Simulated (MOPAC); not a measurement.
MOPAC input (PM7):

```
PM7 1SCF GEO-OK AUX(PRECISION=9) THREADS=1
HGa

Ga   -0.00000000 1   -0.00000000 1   -0.05278277 1
H     0.00000000 1    0.00000000 1    1.63626580 1
```

From the last part of the output:

```
                                                       MOPAC v23.2.5 Linux

          FINAL HEAT OF FORMATION =         48.85275 KCAL/MOL =     204.39990 KJ/MOL

          COSMO AREA              =         63.58 SQUARE ANGSTROMS
          COSMO VOLUME            =         46.70 CUBIC ANGSTROMS

          IONIZATION POTENTIAL    =          7.960378 EV
          HOMO LUMO ENERGIES (EV) =         -7.960  1.881
          NO. OF FILLED LEVELS    =          2
          MOLECULAR WEIGHT        =         70.7429         POINT GROUP:  C*v

          MOLECULAR DIMENSIONS (Angstroms)

            Atom       Atom       Distance
            H     2   Ga     1     1.68905
            H     2   Ga     1     0.00000
           Ga     1    H     2     0.00000

          SCF CALCULATIONS        =          1

   ATOM   CHEMICAL          X               Y               Z
  NUMBER   SYMBOL      (ANGSTROMS)     (ANGSTROMS)     (ANGSTROMS)

     1      Ga         -0.00000000  *  -0.00000000  *  -0.05278277  *
     2       H          0.00000000  *   0.00000000  *   1.63626580  *

                             CARTESIAN COORDINATES

   1   Ga       -0.000000000    -0.000000000    -0.052782770
   2    H        0.000000000     0.000000000     1.636265800

           Empirical Formula: H Ga  =     2 atoms

      MOLECULAR POINT GROUP   :   C*v

                  EIGENVALUES
 -15.92084  -7.96038   1.88145   1.88145   3.27624

              NET ATOMIC CHARGES AND DIPOLE CONTRIBUTIONS

  ATOM NO.   TYPE          CHARGE      No. of ELECS.   s-Pop       p-Pop
    1         Ga           0.071426        2.9286     1.75425     1.17433
    2          H          -0.071426        1.0714     1.07143
 DIPOLE           X         Y         Z       TOTAL
 POINT-CHG.     0.000     0.000    -0.579     0.579
 HYBRID        -0.000    -0.000     3.184     3.184
 SUM           -0.000    -0.000     2.604     2.604

          ATOMIC ORBITAL ELECTRON POPULATIONS

     Atom    s        px        py        pz
    1 Ga   1.75425   0.00000   0.00000   1.17433
    2  H   1.07143

 **********************
 *                    *
 * JOB ENDED NORMALLY *
 *                    *
 **********************

 == MOPAC DONE ==
```
